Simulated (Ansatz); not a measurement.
`CS[SiH2]O` → `O[SiH]` + CH₃SH at 500 K and 1 bar (silylene formation by 1,1-elimination).

Isolated molecules relaxed with PBE0-D4/def2-TZVP in Ansatz; ΔE leaves out vibrations. CCSD(T)/CBS is the MP2 limit (def2-TZVPP, def2-QZVPP) plus CCSD(T) − MP2 in def2-TZVPP, frozen cores. This one scheme is used for every species. Each species was taken in one conformer, which may not be the lowest.

```json
{"species": "`CS[SiH2]O`", "CCSD(T)/CBS energy (Eh)": "-803.76359", "H − E (kJ/mol)": "230.3", "S (J/(mol·K))": "400.4"}
{"species": "`O[SiH]`", "CCSD(T)/CBS energy (Eh)": "-365.43832", "H − E (kJ/mol)": "75.8", "S (J/(mol·K))": "267.5"}
{"species": "CH₃SH", "CCSD(T)/CBS energy (Eh)": "-438.22835", "H − E (kJ/mol)": "145.1", "S (J/(mol·K))": "283.7"}
```

H − E and S are ideal-gas, rigid-rotor, harmonic terms from PBE0-D4/def2-TZVP, for one conformer and one mirror image of each species. 1 Eh = 2625.50 kJ/mol, R = 8.31446 J/(mol·K).

By hand: ΔE, ΔH, ΔS and ΔG.

ΔE = (-365.43832) + (-438.22835) − (-803.76359) = 0.09692 Eh = 254.5 kJ/mol. Δ(H − E) = 75.8 + 145.1 − 230.3 = -9.4, so ΔH = 245.1 kJ/mol. ΔS = 267.5 + 283.7 − 400.4 = 150.8 J/(mol·K). ΔG = 245.1 − 500 × (150.8)/1000 = 169.7 kJ/mol.

By hand: the equilibrium constant, and the temperature at which ΔG would vanish if ΔH and ΔS stayed fixed.

log₁₀ K = −ΔG/(RT ln 10) = -17.7. ΔG = 0 at ΔH/ΔS = 1625 K.

The number of gas molecules changes by +1, which sets the sign of ΔS. A doubt of 5 kJ/mol in ΔE shifts log₁₀ K by 0.5 here. Other conformers and mirror images would add mixing entropy, several J/(mol·K) or more a flexible species. These are equilibria of isolated gas molecules and say nothing of rates. Largest T1 diagnostic: 0.016 (customary marks: 0.02 for closed shells, 0.045 for open ones).
